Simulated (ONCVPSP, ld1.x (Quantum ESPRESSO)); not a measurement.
## Pseudopotentials across the periodic table

Generated with ld1.x 7.5 (TM, RRKJ, ultrasoft, PAW), atompaw 4.2 or ONCVPSP 4.0.1. The cutoff is in Ry: for ld1.x and atompaw files where the sum of valence levels is converged to 10 mRy in a Bessel basis, for ONCV files where the hardest occupied wave has 1 mHa per electron of residual kinetic energy. The error is the largest all-electron minus pseudo excitation energy over each file’s own four to seven test configurations (ionisations up to +4, promotions, holes and added fractions of an electron), all of which were solved. The labels leave out finer settings (local radius, basis sizes, second energies), which also bear on the numbers. Spin-polarised tests are not counted. The rows are a selection from randomly drawn settings: files with unsolved tests, undetermined cutoffs or missed reference levels are left out.

| element | potential | cutoff (Ry) | largest error (meV) | bound ghosts |
| --- | --- | --- | --- | --- |
| Nb | ONCV, PBEsol, non-relativistic, rc 1.55/1.55/2.75/2.30 (spdf), local smoothed, core correction yes, reference 4s2 4p6 4d3 5s2, qcut 6.8/8.9/5.5/4.8, projectors 2/3/2/2 | 51 | +189 | none |
| Mo | RRKJ, BP86, non-relativistic, rc 2.05/2.80/1.75 (spd), local s, core correction yes, reference 4d4 5s0 5p0 | 40 | -295 | none |
| Ag | ultrasoft, BLYP, fully relativistic, rc 2.85/3.80/1.75 (spd), local smoothed, core correction yes, reference 4d9 5s2 5p0 | 40 | -157 | none |
| Tl | TM, LDA (PZ), fully relativistic, rc 1.55/2.65/2.10 (spd), local s, core correction yes, reference 5d10 6s1.5 6p1.5 | 50 | -26 | none |
| Bi | TM, LDA (PZ), scalar-relativistic, rc 1.40/2.60/1.40 (spd), local p, core correction no, reference 5d10 6s2 6p3 | 110 | -174 | none |
| Bi | RRKJ, PBE, scalar-relativistic, rc 2.00/2.15/1.45 (spd), local s, core correction no, reference 5d10 6s2 6p3 | 55 | -21 | none |

Fill in the row for Te: ultrasoft, PBE, scalar-relativistic, rc 1.90/2.05/1.20 (spd), local smoothed, core correction no, reference 4d10 5s2 5p4.

cutoff 110 Ry, largest error -19 meV, bound ghosts: none.
